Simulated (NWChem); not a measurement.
Molecule: C$_{3}$H$_{4}$O$_{2}$Si; SMILES O=C1CC(=O)[SiH2]1

```xyz
10

O      2.3654     0.0000    -0.5189
C      1.1833     0.0000    -0.2706
C      0.0000     0.0000    -1.2661
C     -1.1833     0.0000    -0.2706
O     -2.3654     0.0000    -0.5189
Si     0.0000     0.0000     1.3308
H      0.0000     0.8922    -1.9340
H      0.0000    -0.8922    -1.9340
H      0.0000    -1.2352     2.1917
H      0.0000     1.2352     2.1917
```
Atoms are numbered in this order, from 1.

All runs: NWChem. Pople sets run with spherical d functions. Structure relaxed at the PBE-D3(BJ)/def2-SVP level.

Problem. Order these by “dipole (D)”, lowest first: PBE/6-31+G*; PBE/6-311G**; PBE/3-21G; PBE/STO-3G; PBE/6-31G*.

Solution. PBE/3-21G (0.02), PBE/6-31G* (0.17), PBE/6-311G** (0.28), PBE/6-31+G* (0.40), PBE/STO-3G (0.49)
